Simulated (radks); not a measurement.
The numbers below are computed, except where a source is named.
Removal energies from the molybdenum ion Mo6+, [Kr], by Delta-SCF beside the eigenvalue of the level emptied. Level of theory: scalar-relativistic Kohn-Sham, LDA (Slater exchange, Perdew-Wang correlation), spin-polarised, spherical densities, finite nucleus; Fermi nuclear charge, rms radius of each element as measured or else 0.836 A^(1/3) + 0.57 fm (a radial shooting solver on a logarithmic mesh with Libxc functionals). Open shells are filled with parallel spins first.

[
 {"removed from": "4p", "final configuration": "[Ar] 3d10 4s2 4p5", "Delta-SCF (eV)": "126.43", "-eigenvalue (eV)": "117.29"},
 {"removed from": "4s", "final configuration": "[Ar] 3d10 4s1 4p6", "Delta-SCF (eV)": "154.49", "-eigenvalue (eV)": "144.74"},
 {"removed from": "3d", "final configuration": "[Ar] 3d9 4s2 4p6", "Delta-SCF (eV)": "327.92", "-eigenvalue (eV)": "307.09"},
 {"removed from": "3p", "final configuration": "[Ne] 3s2 3p5 3d10 4s2 4p6", "Delta-SCF (eV)": "484.42", "-eigenvalue (eV)": "464.49"}
]
